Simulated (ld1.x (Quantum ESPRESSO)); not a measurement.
# Configuration tests for boron (B) (RRKJ)

```json
{
 "Element": "boron (B)",
 "Generator": "ld1.x (Quantum ESPRESSO) 7.5",
 "Type": "norm-conserving RRKJ (Kleinman–Bylander form)",
 "Functional": "PBEsol",
 "Relativity": "non-relativistic",
 "Frozen core": "[He]",
 "Valence charge": "3",
 "Reference configuration": "2s2 2p1",
 "Partial waves": "2p (bound): rc 2.70 bohr; 3d channel at 0.05 Ry: rc 2.30 bohr; 2s (bound): rc 1.25 bohr",
 "Local potential": "the s channel",
 "Core correction": "none"
}
```

Energies are relative to the spin-unpolarised reference configuration 2s2 2p1; without spin polarisation the order of configurations can differ from experiment. The frozen-core shift is the all-electron ΔE with the core orbitals held at their reference shape minus the fully relaxed ΔE.

| valence configuration | charge | ΔE all-electron (eV) | error AE − PS (meV) | frozen-core shift (meV) |
| --- | --- | --- | --- | --- |
| 2s1 2p0 | +2 | 33.396 | +223 | +7.3 |
| 2s2 2p0.5 | +0.5 | 2.856 | +8.8 | +0.1 |
| 2s2 2p1.3 | -0.3 | -0.725 | +0.7 | 0.0 |
| 2s1 2p2 | 0 | 5.813 | -9.6 | +0.4 |
| 2s0 2p3 | 0 | 11.644 | -41 | +1.6 |
| 2s1 2p1 | +1 | 14.259 | -31 | +1.0 |

(1) What are ΔE and the potential's error for 2s2 2p0?

Results:

(1) ΔE = 8.142 eV all-electron; the error (AE − PS) is +65 meV.
